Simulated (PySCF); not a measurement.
**Shapes and spin states of Zr2S**

These are results of PBE0 in PySCF with S def2-SVP, Zr def2-SVP with ECP28; scalar-relativistic core potentials, no spin–orbit coupling; density-fitted integrals, not measurements.

Relaxations began from a few typed shapes and spin states; open shells are unrestricted. The search is not exhaustive: other isomers or separated fragments can lie lower, and high-lying points may rest on an excited occupation.

```
                                                 spin  group                             bonds                             angles  imaginary modes (cm⁻¹)  ΔE (kJ/mol)  ΔE with ZPE (kJ/mol)
                   broken-symmetry Ms = 1 (⟨S²⟩ 3.16)    C2v  S–Zr 2.371 Å (×2), Zr–Zr 3.326 Å  S–Zr–Zr 45.5° (×2), Zr–S–Zr 89.1°                    none          0.0                   0.0
                   broken-symmetry Ms = 0 (⟨S²⟩ 2.57)    D∞h                 S–Zr 2.332 Å (×2)                     Zr–S–Zr 180.0°                21i, 21i         49.3                     –
                   broken-symmetry Ms = 1 (⟨S²⟩ 3.45)    D∞h                 S–Zr 2.299 Å (×2)                     Zr–S–Zr 180.0°                    none         57.9                  58.8
singlet (closed shell, unstable to spin polarisation)    D∞h                 S–Zr 2.276 Å (×2)                     Zr–S–Zr 180.0°                    none        154.0                 155.2
```

The lowest minimum found is the broken-symmetry Ms = 1 (⟨S²⟩ 3.16) C2v: S–Zr 2.371 Å (×2), Zr–Zr 3.326 Å; S–Zr–Zr 45.5° (×2), Zr–S–Zr 89.1°.

For the lowest minimum: the determinant is spin-contaminated (⟨S²⟩ = 3.16, pure value 2.00). Open d and f shells are described by one determinant, and the ground state may have another occupation or spin.

The electron or spin density has lower symmetry than the nuclear frame for the broken-symmetry Ms = 0 (⟨S²⟩ 2.57) D∞h at 49.3 kJ/mol, broken-symmetry Ms = 1 (⟨S²⟩ 3.45) D∞h at 57.9 kJ/mol, singlet (closed shell, unstable to spin polarisation) D∞h at 154.0 kJ/mol.
